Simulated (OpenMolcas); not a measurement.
# Lines of Os5+: computed and rescaled rates

```json
{
  "Program": "OpenMolcas",
  "Method": "MS-CASPT2, IPEA 0.25 Eh, imaginary shift 0.1 Eh (closed shells correlated: 5s 5p)",
  "Basis": "ANO-RCC-VQZP [9s8p6d4f3g2h]",
  "Scalar Hamiltonian": "DKH2, point nucleus",
  "Active space": "3 electrons in 10 orbitals (5d 6d)",
  "State averaging": "2S+1 = 4 even, 10 roots; 2S+1 = 2 even, 40 roots",
  "Spin-orbit coupling": "state interaction with AMFI integrals over the reference wave functions, term energies averaged over their components"
}
```

Rates come from the transition moments of the reference wave functions (E1 and E2 in the length form). At fixed line strength A goes as λ^-3 for E1 and M1 and as λ^-5 for E2, so a rate at the computed wavelength can be rescaled to the measured one. Measured vacuum wavelengths follow from level energies in the list in Brasseur, Palmeri and Quinet, Atoms 13, 11 (2025). Branching counts decays inside the model space alone, at computed energies, and the table is only a selection of the M1 lines, drawn from those between levels with measured partners whose computed energy lies within a factor of 1.5 of the measured one.

```csv
Upper,Lower,Type,λ computed (nm),λ measured (nm),A computed (s-1),A rescaled (s-1),Branching %
5d3 2D 5/2(2),5d3 4P 5/2,M1,269.6,276.4,3.57e+01,,21.6
5d3 2D 5/2(2),5d3 2F 5/2,M1,460.3,467.2,3.28e+01,,19.8
5d3 2P 1/2 [66 %],5d3 4P 1/2 [66 %],M1,842.5,827.3,3.05e+01,,93.1
5d3 2G 7/2,5d3 4F 5/2,M1,605,605.2,2.67e+01,,74.8
5d3 2D 5/2(1),5d3 4F 7/2,M1,424.7,435.3,2.62e+01,,63.8
5d3 2G 9/2 [57 %],5d3 2G 7/2,M1,705.2,709.2,2.57e+01,2.53e+01,45.2
5d3 2G 9/2 [57 %],5d3 2H 9/2 [56 %],M1,772.4,769.8,2.36e+01,,41.6
5d3 2D 5/2(2),5d3 2F 7/2,M1,474.1,486.4,1.62e+01,,9.8
5d3 2H 9/2 [56 %],5d3 4F 9/2 [57 %],M1,1057,1070,1.22e+01,,51.6
5d3 2H 9/2 [56 %],5d3 4F 7/2,M1,784.3,794.6,1.14e+01,,48.3
5d3 2F 7/2,5d3 4F 9/2 [57 %],M1,376.9,388.1,1.13e+01,,44.6
5d3 4F 5/2,5d3 4F 3/2,M1,1577,1563,9.48e+00,9.74e+00,100.0
5d3 2G 7/2,5d3 4F 7/2,M1,868.2,871.4,8.93e+00,,25.0
5d3 2H 11/2,5d3 4F 9/2 [57 %],M1,559.6,572.2,7.64e+00,,65.0
5d3 2F 5/2,5d3 4F 3/2,M1,246.7,252.5,7.26e+00,,31.0
5d3 2F 7/2,5d3 2G 7/2,M1,546.3,570.5,6.95e+00,,27.5
5d3 2F 5/2,5d3 4P 5/2,M1,651,676.9,5.70e+00,,24.4
5d3 2D 5/2(1),5d3 4F 5/2,M1,350.2,356.9,5.17e+00,,12.6
5d3 4F 7/2,5d3 4F 5/2,M1,1995,1981,4.44e+00,4.53e+00,100.0
5d3 2H 11/2,5d3 2H 9/2 [56 %],M1,1189,1230,4.09e+00,3.69e+00,34.8
5d3 2F 5/2,5d3 2G 7/2,M1,565.9,599.5,3.68e+00,,15.7
5d3 2F 7/2,5d3 4F 5/2,M1,287.1,293.7,3.38e+00,,13.4
5d3 4P 1/2 [66 %],5d3 4F 3/2,M1,592.1,596.2,3.31e+00,,84.9
5d3 4P 5/2,5d3 4F 5/2,M1,530.8,542.6,1.50e+00,,10.5
5d3 4F 9/2 [57 %],5d3 4F 7/2,M1,3041,3092,6.66e-01,6.34e-01,100.0
```

Spin-changing lines and M1 lines between different terms are not rescaled, since their strength hangs on the term gaps too.

The largest correction is for 5d3 2H 11/2 → 5d3 2H 9/2 [56 %] (M1): 4.09e+00 × (1189 / 1230)^3 = 3.69e+00 s-1, a factor of 0.90.

The computed rate and branching of 5d3 4F 5/2 → 5d3 4F 3/2 give the upper level a radiative lifetime of 1.000 / 9.48e+00 s-1 = 1.05e-01 s, counting decays inside the model space alone. The rescaled rate gives about 1.0e-01 s.

These are rates of the free ion; in crystals, glasses and complexes forced electric-dipole and non-radiative decay shorten such lifetimes by orders of magnitude. No measured rate stands beside these. Rescaling mends the energy factor alone: line strengths can still be far off where a level mixes with configurations outside the active space, and weak or spin-changing lines hang on small mixing coefficients that depend on the term gaps too, so rescaling need not improve them.

Term energies are means over components that CASPT2 splits; among the terms shown or strongly mixed into the levels shown the widest spread is 500 cm-1 (5d3 4F). Active for correlation alone: 6d; no level in the range computed is led by a configuration that fills it, so any true level of that kind is missing. Measured partners are found by configuration, term and J. A level has none where our copy of the source lacks it or the pairing is in doubt (some pairs that miss far off the trend of their configuration count as doubtful). Levels of configurations outside the active space are missing.

A share in square brackets marks a mixed level and gives the weight of the term that names it. A number in round brackets counts repeated terms of one configuration in the order of the reference energies.
